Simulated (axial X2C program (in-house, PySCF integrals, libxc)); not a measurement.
**What spin–orbit coupling does to SnS**

All values were computed with an axial X2C code built on PySCF integrals. Spin-free means the one-electron spin-free X2C Hamiltonian; two-component (2c) means X2C with spin–orbit coupling and atomic mean-field two-electron Coulomb and Gaunt terms, so the difference of the two also holds small scalar two-electron terms. Basis: Sn dyall-cv3z [11s12p9d4f1g], S dyall-av3z [9s8p3d2f] (cores contracted in-house); Gaussian nuclei, density fitting, unrestricted open shells. Masses: Sn 119.902 u, S 31.972 u.

Spin-free state: M_S = 0, Λ = 0 (closed shell); fragments Sn + S.

| level | Re (Å) | ωe (cm⁻¹) | De (eV) | μ (D) |
| --- | --- | --- | --- | --- |
| PBE0 | 2.207 | 500.3 | 4.949 | -3.42 |
| B97-3 | 2.222 | 491.6 | 5.092 | -3.63 |

Dipoles are positive if S is the positive end.

Two-component determinant lowest at the distance of the search:

Ω = 0 (closed shell); fragments Sn + S.

```
level  Re (Å)  ωe (cm⁻¹)  μ (D)
 PBE0   2.208      499.2  -3.42
B97-3   2.222      490.4  -3.63
```

(1) From the two tables, how do the constants change at the PBE0 level (2c against spin-free)?

The state is one determinant whose occupation by symmetry is held fixed; it was picked as the lowest of a PBE0 search that is not exhaustive. The closed shell is kept restricted, so the energy runs too high when the bond is stretched far. De is counted from the lowest determinant-based energies of the atoms at the same level, without counterpoise correction. De is not given where an atomic determinant may have missed its ground term or J level, or where the truncated virtual space spoils (T). The functionals have no current-density term, which raises determinants with orbital currents, atoms included.

## Answers

(1) At the PBE0 level Re increases by 0.001 Å and ωe drops by 1.1 cm⁻¹.
